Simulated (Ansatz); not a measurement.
# A barrier at the coupled-cluster level

Start structure (Si₄H₁₁F, singlet), relaxed at PBE0-D4/def2-TZVP:

Si1  (-0.428, 0.535, 0.559)
Si2  (1.409, -0.605, 1.455)
Si3  (-0.188, 0.916, -1.733)
Si4  (-2.381, -0.714, 0.876)
H5  (-0.581, 1.858, 1.231)
H6  (2.501, 0.595, -1.862)
F7  (3.060, -0.076, -1.553)
H8  (2.630, 0.237, 1.412)
H9  (1.101, -0.939, 2.873)
H10  (1.628, -1.865, 0.702)
H11  (-1.279, 1.767, -2.274)
H12  (1.093, 1.640, -2.027)
H13  (-0.150, -0.367, -2.482)
H14  (-2.224, -2.040, 0.222)
H15  (-2.636, -0.921, 2.326)
H16  (-3.553, -0.022, 0.275)
(Å)

The step: Si₄H₁₀ ([SiH3][SiH]([SiH3])[SiH3]) + HF → Si₃H₈ ([SiH3][SiH2][SiH3]) + SiH₃F ([F][SiH3]); bonds formed: Si1–H6, Si2–F7; bonds broken: Si1–Si2, H6–F7. Ansatz 0.2.0; basis: def2-TZVPP and def2-QZVPP; cores frozen in the correlated methods. Extrapolation: Hartree–Fock as exp(−7.88 √X), correlation as X^−2.97. Energies below are by CCSD(T) at an estimated basis limit (MP2 extrapolated from triple and quadruple zeta, plus CCSD(T) − MP2 in triple zeta).

**Question.** What are the electronic barrier and the energy of the step, from the start structure to the end structure? (An estimate is asked for; the value comes from the calculation.)

**Answer.** By the calculation: Barrier 1.736 eV; step energy -1.144 eV (downhill); reverse barrier, their difference, 2.880 eV. Barrier and step energy count from the start structure, the reverse barrier from the end structure.

The saddle point: One imaginary mode of 1101i cm⁻¹.
```tsv
pair	start (Å)	saddle (Å)	end (Å)
Si1–H6	3.80	1.79	1.49
Si2–F7	3.47	1.95	1.60
Si1–Si2	2.34	2.60	4.07
H6–F7	0.93	1.20	2.96
```

Zero-point energy (harmonic, PBE0-D4): ZPE is 2.581 eV at the start and 2.494 eV at the saddle, so the barrier goes from 1.736 to 1.649 eV.

T1 diagnostic: at most 0.015.

Labels in which every atom is bracketed show which atoms are joined, not bond orders.

For scale, one of the runs: CCSD(T)/def2-TZVPP, 353 basis functions, launched by `ansatz run in.yaml --threads 4 --pin off --events-out ev --progress --plain --max-ram 63488MiB --backend cuda --devices 0, --max-vram 37GiB`. The run took 6 s on 4 CPU threads of an AMD EPYC 7R13 and a share of one NVIDIA H100 (shared host), with 0.84 GiB of host memory at its peak.
